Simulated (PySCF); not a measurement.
PbCl4, optimised at PBE0/def2-TZVP:

```xyz
5

Pb    -0.0149     0.0092    -0.0168
Cl    -0.0153     0.9474    -2.2013
Cl    -0.0214    -2.3631    -0.1734
Cl     1.9295     0.7213     1.1515
Cl    -1.9524     0.7315     1.1566
```

Computed with PySCF (xtb for GFN2) and rigid-rotor harmonic-oscillator thermochemistry at 1 bar. All species are closed-shell singlets. Pb: scalar-relativistic def2 core potential, no spin-orbit coupling.

### Question
List the harmonic frequencies (cm⁻¹, unscaled) at this level and at the other levels, each on its own geometry.

### Answer
- PBE0/def2-TZVP: 79, 79, 99, 99, 99, 331, 351, 351, 351
- GFN2-xTB: 53, 53, 64, 64, 64, 194, 231, 231, 231
- PBE/def2-SVP: 75, 76, 94, 94, 94, 297, 329, 329, 329
